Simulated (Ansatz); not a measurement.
Mulliken charges of `[NH2][Hf]([OH])([Br])[Br]` from PBE/def2-TZVPP in Ansatz (PBE0-D4/def2-TZVP geometry).

```csv
atom,x (Å),y (Å),z (Å),charge (e)
N1,-0.973,0.818,0.826,-0.378
Hf2,0.219,-0.058,-0.526,0.755
O3,1.106,-1.434,0.425,-0.345
Br4,-1.191,-0.962,-2.406,-0.266
Br5,1.826,1.651,-1.440,-0.266
H6,-1.589,1.598,0.640,0.153
H7,-1.056,0.554,1.798,0.156
H8,1.658,-2.167,0.683,0.191
```

By hand: the dipole of these point charges (1 e Å = 4.8032 D).

Σ q r = (-0.109, -0.125, 0.676) e Å, of length 0.696 e Å = 3.34 D.

How does the dipole of the full density compare? (An estimate is asked.)

Ansatz gave: (-0.020, -0.224, 0.666) e Å, 3.38 D; the point charges give 0.99 times that, at 11° from its direction.

Point charges leave out the atoms' own dipoles, such as those of lone pairs, and Mulliken's split depends on the basis, so the close match here is no proof of good charges.
